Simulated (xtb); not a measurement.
Input for xtb: GFN1-xTB on NaO, 2S+1 = 2, a spin state set in the input, which need not be the lowest, a point of a bond scan (R = 2.170 Å).

```
$ xtb mol.xyz --gfn 1 --sp --chrg 0 --uhf 1
2

O      0.00000000     0.00000000     0.00000000
Na     0.00000000     0.00000000     2.16955700
```

The log:

```
[...]
           -------------------------------------------------
          |                Calculation Setup                |
           -------------------------------------------------



           -------------------------------------------------
          |                 G F N 1 - x T B                 |
           -------------------------------------------------

        Reference                      10.1021/acs.jctc.7b00118
      * Hamiltonian:
        H0-scaling (s, p, d)           1.850000    2.250000    2.000000
        zeta-weighting                 0.000000
      * Dispersion:
        s8                             2.400000
        a1                             0.630000
        a2                             5.000000
        s9                             0.000000
      * Repulsion:
        kExp                           1.500000
        rExp                           1.000000
      * Coulomb:
        alpha                          2.000000
        third order                    atomic
        anisotropic                    false
      * Halogen bond correction:
        rad-scale                      1.300000
        damping                        0.440000


          ...................................................
          :                      SETUP                      :
          :.................................................:
          :  # basis functions                   8          :
          :  # atomic orbitals                   8          :
          :  # shells                            4          :
          :  # electrons                         7          :
          :  # halogen bonds                     0          :
          :  max. iterations                   250          :
          :  Hamiltonian                  GFN1-xTB          :
          :  restarted?                      false          :
          :  GBSA solvation                  false          :
          :  PC potential                    false          :
          :  electronic temp.          300.0000000     K    :
          :  accuracy                    1.0000000          :
          :  -> integral cutoff          0.2500000E+02      :
          :  -> integral neglect         0.1000000E-07      :
          :  -> SCF convergence          0.1000000E-05 Eh   :
          :  -> wf. convergence          0.2000000E-04 e    :
          :  Broyden damping             0.4000000          :
          :  net charge                          0          :
          :  unpaired electrons                  1          :
          ...................................................

 iter      E             dE          RMSdq      gap      omega  full diag
   1     -4.8349545 -0.483495E+01  0.423E+00    3.63       0.0  T
   2     -4.8410565 -0.610204E-02  0.255E+00    4.70       1.0  T
   3     -4.8410629 -0.637805E-05  0.633E-01    4.60       1.0  T
   4     -4.8410690 -0.609003E-05  0.100E-02    4.63       7.1  T
   5     -4.8410693 -0.274955E-06  0.238E-03    4.63      29.7  T
   6     -4.8410693  0.163316E-08  0.148E-03    4.63      47.9  T
   7     -4.8410693 -0.537450E-08  0.164E-06    4.63   43107.6  T
   8     -4.8410693 -0.266454E-14  0.185E-10    4.63  100000.0  T

   *** convergence criteria satisfied after 8 iterations ***

         #    Occupation            Energy/Eh            Energy/eV
      -------------------------------------------------------------
         1        2.0000           -0.5996197             -16.3165
         2        1.6922           -0.3749143             -10.2019
         3        1.6922           -0.3749143             -10.2019
         4        1.6155           -0.3745914             -10.1932 (HOMO)
         5                         -0.2043017              -5.5593 (LUMO)
         6                         -0.1390435              -3.7836
         7                         -0.1390435              -3.7836
         8                         -0.0179375              -0.4881
      -------------------------------------------------------------
                  HL-Gap            0.1702897 Eh            4.6338 eV
             Fermi-level           -0.3317954 Eh           -9.0286 eV

 SCC (total)                   0 d,  0 h,  0 min,  0.001 sec
 SCC setup                      ...        0 min,  0.000 sec (  6.033%)
 Dispersion                     ...        0 min,  0.000 sec (  2.031%)
 classical contributions        ...        0 min,  0.000 sec (  0.855%)
 integral evaluation            ...        0 min,  0.000 sec ( 15.916%)
 iterations                     ...        0 min,  0.001 sec ( 50.649%)
 molecular gradient             ...        0 min,  0.000 sec ( 15.818%)
 printout                       ...        0 min,  0.000 sec (  7.866%)

         :::::::::::::::::::::::::::::::::::::::::::::::::::::
         ::                     SUMMARY                     ::
         :::::::::::::::::::::::::::::::::::::::::::::::::::::
         :: total energy              -4.840498701957 Eh    ::
         :: gradient norm              0.033494695178 Eh/a0 ::
         :: HOMO-LUMO gap              4.633818570743 eV    ::
         ::.................................................::
         :: SCC energy                -4.841069281221 Eh    ::
         :: -> electrostatic           0.109151845597 Eh    ::
         :: repulsion energy           0.000694766798 Eh    ::
         :: dispersion energy         -0.000124187534 Eh    ::
         :: halogen bond corr.         0.000000000000 Eh    ::
         :: add. restraining           0.000000000000 Eh    ::
         :: total charge              -0.000000000000 e     ::
         :::::::::::::::::::::::::::::::::::::::::::::::::::::

           -------------------------------------------------
          |                Property Printout                |
           -------------------------------------------------

    * Orbital Energies and Occupations

         #    Occupation            Energy/Eh            Energy/eV
      -------------------------------------------------------------
         1        2.0000           -0.5996197             -16.3165
         2        1.6922           -0.3749143             -10.2019
         3        1.6922           -0.3749143             -10.2019
         4        1.6155           -0.3745914             -10.1932 (HOMO)
         5                         -0.2043017              -5.5593 (LUMO)
         6                         -0.1390435              -3.7836
         7                         -0.1390435              -3.7836
         8                         -0.0179375              -0.4881
      -------------------------------------------------------------
                  HL-Gap            0.1702897 Eh            4.6338 eV
             Fermi-level           -0.3317954 Eh           -9.0286 eV

  Mulliken/CM5 charges         n(s)   n(p)   n(d)
     1O    -0.67615 -0.79352   1.840  4.837  0.000
     2Na    0.67615  0.79352   0.107  0.217  0.000

Wiberg/Mayer (AO) data.
largest (>0.10) Wiberg bond orders for each atom

 ---------------------------------------------------------------------------
     #   Z sym  total        # sym  WBO       # sym  WBO       # sym  WBO
 ---------------------------------------------------------------------------
     1   8 O    0.562 --     2 Na   0.562
     2  11 Na   0.562 --     1 O    0.562
 ---------------------------------------------------------------------------

Topologies differ in total number of bonds
Writing topology from bond orders to xtbtopo.mol

 dipole moment from electron density (au)
     X       Y       Z
  -0.0000   0.0000   3.5239  total (Debye):    8.957


           -------------------------------------------------
          | TOTAL ENERGY               -4.840498701957 Eh   |
          | GRADIENT NORM               0.033494695178 Eh/α |
Note: The following floating-point exceptions are signalling: IEEE_DENORMAL
normal termination of xtb
          | HOMO-LUMO GAP               4.633818570743 eV   |
           -------------------------------------------------

------------------------------------------------------------------------
------------------------------------------------------------------------
 total:
 SCF:
```

The run finished.

Cost: about 0.03 core-seconds (a rough figure).
